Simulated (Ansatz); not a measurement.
System: ethenylboronic acid, C₂H₅BO₂, charge 0, multiplicity 1. 
Coordinates optimised at B3LYP-D3(BJ)/def2-TZVP (Ansatz, a first-principles code):
```xyz
10

C      2.0292     0.0201     0.3028
C      0.8568    -0.6031     0.4104
B     -0.5128    -0.0248    -0.0674
O     -0.6727     1.2027    -0.6590
O     -1.6268    -0.7923     0.1158
H      2.1242     1.0086    -0.1392
H      2.9586    -0.4180     0.6481
H      0.8474    -1.5902     0.8649
H      0.1416     1.7019    -0.7644
H     -2.4280    -0.3631    -0.2056
```
Charge 0, spin multiplicity 1.

Property: atomisation energy (electronic, to ground-state atoms), in kJ/mol. Cores are frozen in the correlated levels unless marked. UHF or UKS for open shells. Spin-orbit coupling is left out. Non-relativistic. The coupled-cluster limit lacks core correlation, which all-electron functionals hold. CBS(X,Y): correlation extrapolated as X^-3; Hartree-Fock from the larger set. The bracket is a focal-point correction in the basis named.

```csv
level,program,atomisation energy (kJ/mol)
PBE-D4/def2-TZVPD,Ansatz + dftd4,4448.0
B3LYP-D3(BJ)/def2-TZVPD,Ansatz + dftd3,4340.6
B3LYP-D4/def2-TZVPD,Ansatz + dftd4,4337.9
PBE0/6-31G*,Ansatz,4309.0
PBE0/def2-TZVPD,Ansatz,4336.6
BHLYP-D3(BJ)/def2-TZVPD,Ansatz + dftd3,4195.0
BHLYP/def2-TZVPD,Ansatz,4173.5
LC-wPBE-D4/def2-TZVPD,Ansatz + dftd4,4347.9
wB97M-V/def2-TZVPD,Ansatz,4351.0
SCS-MP2/cc-pVTZ,Ansatz,4296.6
CCSD/cc-pVDZ,Ansatz,3963.3
CCSD(T)/6-31G*,Ansatz,3973.1
CCSD(T)/cc-pVTZ,Ansatz,4235.1
"RI-MP2/CBS(cc-pVTZ,cc-pVQZ)+[CCSD(T)-MP2]/cc-pVTZ",Ansatz,4345.2
"CCSD(T)/CBS(aug-cc-pVTZ,aug-cc-pVQZ)",Ansatz,4341.5
```
